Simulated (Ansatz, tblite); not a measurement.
Forces on cis-Zr(PH3)2Cl4 (ZrP₂H₆Cl₄) at its PBE-D4/def2-SVP geometry. Charge 0, multiplicity 1.

In the def2 sets Zr takes a core potential; there is no spin–orbit coupling. The xTB rows come from tblite.

GFN1-xTB (tblite), largest force 0.99 eV/Å:

```xyz
13
positions Å, forces eV/Å
Cl   -1.052    2.628    1.889    0.004   -0.728   -0.250
Cl   -2.524   -0.892    2.101    0.509    0.479   -0.322
Cl    1.108   -0.336    2.115   -0.507    0.195   -0.296
Cl   -1.984    0.761   -1.135    0.285   -0.088    0.539
P    -0.328   -2.002   -0.358   -0.009   -0.010    0.004
P     1.169    1.594   -0.581    0.005    0.013    0.006
Zr   -0.899    0.436    1.003    0.121   -0.059   -0.135
H     0.099   -3.144    0.389   -0.265    0.529   -0.790
H     0.711   -2.026   -1.344   -0.732   -0.334    0.575
H    -1.345   -2.625   -1.147    0.883    0.116    0.430
H     1.864    0.776   -1.529   -0.246    0.808    0.515
H     2.319    2.152    0.060   -0.601   -0.251   -0.744
H     0.863    2.678   -1.462    0.553   -0.671    0.469
```

GFN2-xTB (tblite), largest force 0.83 eV/Å:

```
Cl 0.018 -0.734 -0.265
Cl 0.522 0.472 -0.338
Cl -0.566 0.214 -0.395
Cl 0.378 -0.124 0.600
P -0.044 0.036 0.050
P -0.048 0.009 0.058
Zr -0.002 0.001 0.002
H -0.223 0.447 -0.664
H -0.577 -0.313 0.438
H 0.743 0.099 0.362
H -0.160 0.671 0.384
H -0.507 -0.212 -0.625
H 0.465 -0.565 0.395
```

PBE-D4/def2-TZVP (Ansatz), largest force 0.27 eV/Å:

```
Cl -0.002 -0.042 -0.012
Cl 0.028 0.030 -0.017
Cl 0.007 -0.001 0.000
Cl -0.005 -0.001 -0.008
P 0.076 -0.210 -0.149
P 0.206 0.074 -0.156
Zr -0.057 0.028 0.063
H -0.055 0.149 -0.102
H -0.143 -0.012 0.130
H 0.139 0.079 0.103
H -0.086 0.123 0.124
H -0.149 -0.073 -0.092
H 0.042 -0.144 0.115
```
